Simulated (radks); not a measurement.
Problem. Species: the terbium ion Tb+. Configuration: [Xe] 4f8 5d1 6s1 (not the ground configuration). All-electron calculation, scalar-relativistic Kohn-Sham, r2SCAN, spin-polarised, spherical densities, finite nucleus; open shells are filled with parallel spins first (spin-orbit coupling, left out, can overturn this in heavy ions); meta-GGA in the generalised Kohn-Sham scheme; Fermi nuclear charge, rms radius 5.06 fm. Program: a radial shooting solver on a logarithmic mesh with Libxc functionals. Some entries of the table are withheld. Estimate them.

orbital,occ.,eigenvalue (eV),r(max) (bohr),<1/r> (bohr^-1)
1s up,1,-51941.27,0.01364,73.09
1s down,1,-51941.26,0.01364,73.09
2s up,1,-8642.722,0.07746,16.99
2s down,1,-8642.677,0.07746,16.99
2p up,3,-7677.881,0.06280,15.80
2p down,3,-7677.834,0.06280,15.80
3s up,1,-1936.968,0.2195,6.250
3s down,1,-1933.936,0.2194,6.257
3p up,3,-1637.879,0.2157,5.860
3p down,3,-1634.841,0.2155,5.867
3d up,5,-1247.737,0.1767,5.550
3d down,5,-1245.362,0.1766,5.557
4s up,1,-401.1432,0.5048,2.625
4s down,1,-394.1273,0.5046,2.624
4p up,3,-302.0569,0.5268,2.413
4p down,3,-295.0392,0.5265,2.411
4d up,5,-165.4764,0.5465,2.129
4d down,5,-158.4238,0.5462,2.126
5s up,1,-60.3476,1.168,1.019
5s down,1,-56.7818,1.184,0.9933
5p up,3,-36.1299,1.321,0.8600
5p down,3,-33.3571,1.342,0.8401
4f up,7,-17.4561,(1),1.583
4f down,1,-10.9777,(2),1.539
6s up,1,-10.1363,3.165,0.3517
5d up,1,(3),1.870,0.5223
6s down,0,-7.0147,3.379,0.3252
5d down,0,(4),1.863,0.5145

Solution. 
(1) 4f up r(max) (bohr): 0.5501
(2) 4f down r(max) (bohr): 0.5527
(3) 5d up eigenvalue (eV): -8.8703
(4) 5d down eigenvalue (eV): -6.3639
